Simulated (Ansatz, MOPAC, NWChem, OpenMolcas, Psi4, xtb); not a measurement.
**C4H4Si (SMILES C#C[SiH2]C#C): the highest harmonic wavenumber at each level's own minimum, rung by rung**

C4H4Si, singlet, SMILES `C#C[SiH2]C#C`. Each level relaxes the structure for itself.

Quantity: the highest harmonic wavenumber at each level's own minimum, in cm⁻¹. The values are calculated.

```json
{"level": "AM1", "kind": "semi-empirical", "program": "MOPAC", "value (cm⁻¹)": "3434"}
{"level": "MNDO", "kind": "semi-empirical", "program": "MOPAC", "value (cm⁻¹)": "3668"}
{"level": "MNDOD", "kind": "semi-empirical", "program": "MOPAC", "value (cm⁻¹)": "3659"}
{"level": "GFN1-xTB", "kind": "semi-empirical", "program": "xtb", "value (cm⁻¹)": "3334"}
{"level": "HF/3-21G", "kind": "Hartree–Fock", "program": "OpenMolcas", "value (cm⁻¹)": "3651"}
{"level": "HF/6-31G* (Cartesian functions)", "kind": "Hartree–Fock", "program": "OpenMolcas", "value (cm⁻¹)": "3653"}
{"level": "PBE0/def2-SVP", "kind": "global hybrid", "program": "NWChem", "value (cm⁻¹)": "3475"}
{"level": "PBE0-D4/def2-TZVP", "kind": "global hybrid", "program": "Ansatz", "value (cm⁻¹)": "3466"}
{"level": "MP2/def2-SVP (density fitting, density fitting for correlation)", "kind": "perturbation theory", "program": "Psi4", "value (cm⁻¹)": "3493"}
```

Harmonic and unscaled. The values span 3334 to 3668 cm⁻¹.
